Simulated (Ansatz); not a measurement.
Ideal-gas functions of H$_{3}$ISn, SMILES `[SnH3][I]` at 298.15 K and 1 bar, from an Ansatz frequency run at PBE0-D4/def2-TZVP.

Molar mass 248.64 g/mol, point group C3v (symmetry number 3), electronic degeneracy 1, moments of inertia 8.001, 456.495, 456.495 u Å². Harmonic wavenumbers (cm⁻¹, unscaled): 206, 452, 452, 682, 707, 708, 1963, 1972, 1972.

Use S(trans) = R[1.5 ln M + 2.5 ln T − 1.1517]; rotational temperatures θ = 24.2544 K / I; S(rot) = R[ln(√π/σ · √(T³/θAθBθC)) + 1.5]; for each mode x = 1.438777 ν̃/T, S = R[x/(eˣ − 1) − ln(1 − e⁻ˣ)] and H = RT x/(eˣ − 1); 1 cm⁻¹ = 0.0119627 kJ/mol; R = 8.31446 J/(mol·K).

**Question.** By hand: the entropy, in J/(mol·K).

**Answer.** Translation 177.6. Rotation: θ = 3.0314, 0.0531, 0.0531 K, giving 99.0. Vibration, mode by mode: 8.70, 3.30, 3.30, 1.37, 1.25, 1.24, 0.01, 0.01, 0.01, in all 19.2. Electronic 0.0. Sum 295.8 J/(mol·K).

**Question.** By hand: H − E and G − E in kJ/mol, counted from the electronic energy.

**Answer.** Zero-point energy ½ × 9114 × 0.0119627 = 54.5; thermal vibration 3.7; translation, rotation and pV give 4 RT = 9.9. H − E = 68.1 kJ/mol, and G − E = 68.1 − 298.15 × 295.8/1000 = -20.1 kJ/mol.

Vibration gives 6 % of the entropy.
